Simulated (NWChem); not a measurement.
Molecule: C2H6OSe; SMILES COC[SeH]

```xyz
10

C     -0.7884     2.2350     0.0790
O      0.4491     1.7225    -0.3823
C      0.9047     0.6059     0.2991
Se    -0.0793    -1.1228    -0.0628
H     -0.9751     3.1547    -0.4794
H     -0.7493     2.4659     1.1553
H     -1.6063     1.5260    -0.1068
H      0.8975     0.7417     1.3879
H      1.9198     0.4068    -0.0455
H     -1.0813    -0.9451     1.0149
```
Atoms are numbered in this order, from 1.

Computed with NWChem. Geometry: optimised at B3LYP/6-31G* (spherical d). B3LYP is NWChem's, with the RPA form of VWN correlation. Total energies of different functionals are on different scales.

```csv
level,energy (Ha),highest occupied level (eV),orbital gap (eV),dipole (D)
PBE/def2-TZVP,-2556.0864,-5.57,4.65,1.81
B3LYP/def2-TZVP,-2556.6794,___,___,1.83
TPSSh/def2-TZVP,-2556.5803,-6.12,5.71,1.88
BLYP/def2-TZVP,-2556.6159,-5.41,4.55,1.76
CAM-B3LYP/def2-TZVP,-2556.6894,-8.07,9.01,1.87
```

Task: Fill in the missing entries.

Result: 
- B3LYP/def2-TZVP, highest occupied level (eV): -6.51
- B3LYP/def2-TZVP, orbital gap (eV): 6.19
